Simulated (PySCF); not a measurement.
Compound: SeBr₂.
SMILES: `Br[Se]Br`

Computed, not measured: TDDFT B3LYP/def2-SVPD, vertical, gas phase, core orbitals frozen in the response (PySCF). Geometry: PBE0-D3(BJ)/def2-SVP; no solvent, vibrations or thermal averaging. Relativistic effects, spin–orbit coupling among them, are left out although an element past zinc is present.

Computed states:

| state | E (eV) | f |
| --- | --- | --- |
| S1 | 2.18 | 0.0013 |
| S2 | 2.57 | 0.0000 |
| S3 | 4.16 | 0.018 |
| S4 | 4.21 | 0.0000 |
| S5 | 4.40 | 0.0081 |
| S6 | 4.56 | 0.0002 |
| S7 | 4.70 | 0.0021 |
| S8 | 5.37 | 0.118 |
| S9 | 5.37 | 0.0001 |
| S10 | 5.80 | 0.0000 |

Each state is given a Gaussian of 0.3 eV full width at half maximum, with ε(max) = 2.175×10⁸ f / Δν̃ (Δν̃ the width in cm⁻¹). The cross-section is σ = 3.8235×10⁻²¹ ε cm², given in Mb (10⁻¹⁸ cm²). The width is an assumption, not a result. The curve ends short of the highest state used, and states not computed would add to its high-energy end.

(1) Give the broadened spectrum and its maxima.

(2) On this curve, what absorbance would a 10⁻³ mol/L sample give at 248 nm over a 1 cm path?

(3) Coming from long wavelengths, where does ε first pass 100 L mol⁻¹ cm⁻¹?

(4) Does any computed singlet lie in the visible range?

## Answers

(1) 
(E (eV), σ (Mb)): (1.73, 0.00), (1.79, 0.00), (1.86, 0.02), (1.92, 0.05), (1.98, 0.13), (2.05, 0.26), (2.11, 0.37), (2.17, 0.43), (2.24, 0.39), (2.30, 0.28), (2.36, 0.16), (2.42, 0.08), (2.49, 0.02), (2.55, 0.01), (2.61, 0.00), (2.68, 0.00), (2.74, 0.00), (2.80, 0.00), (2.87, 0.00), (2.93, 0.00), (2.99, 0.00), (3.05, 0.00), (3.12, 0.00), (3.18, 0.00), (3.24, 0.00), (3.31, 0.00), (3.37, 0.00), (3.43, 0.00), (3.49, 0.00), (3.56, 0.00), (3.62, 0.00), (3.68, 0.00), (3.75, 0.03), (3.81, 0.14), (3.87, 0.45), (3.94, 1.35), (4.00, 2.76), (4.06, 4.53), (4.12, 6.04), (4.19, 6.66), (4.25, 6.17), (4.31, 5.25), (4.38, 4.19), (4.44, 3.35), (4.50, 2.51), (4.57, 1.68), (4.63, 1.23), (4.69, 0.96), (4.75, 0.75), (4.82, 0.49), (4.88, 0.30), (4.94, 0.26), (5.01, 0.79), (5.07, 2.56), (5.13, 6.91), (5.20, 16.70)

Maxima: 568 nm (2.18 eV), ε about 110, made up of S1 (100%); 296 nm (4.19 eV), ε about 1700, made up of S3 (90%) (ε in L mol⁻¹ cm⁻¹; maxima over ε = 5, shares over 10%). At its high-energy end, 5.20 eV, the curve is still rising (ε about 4400, from S8).

(2) 248 nm is 4.999 eV, where ε is about 170 L mol⁻¹ cm⁻¹, so A = ε c l ≈ 0.17 (Beer–Lambert, with the gas-phase spectrum and the assumed width).

(3) At about 586 nm (2.12 eV), 0.06 eV below S1.

(4) 2 computed singlets (S1 to S2) lie in the visible range (380 to 750 nm), the largest f among them at 568 nm, f = 0.0013; light of that wavelength is yellow-green, and its complementary colour is violet; a Tamm–Dancoff triplet lies at 620 nm, without intensity as long as spin–orbit coupling is left out.

Hardware: one thread of an Arm Neoverse V2, no GPU (shared host). Cost: 6.9 s.
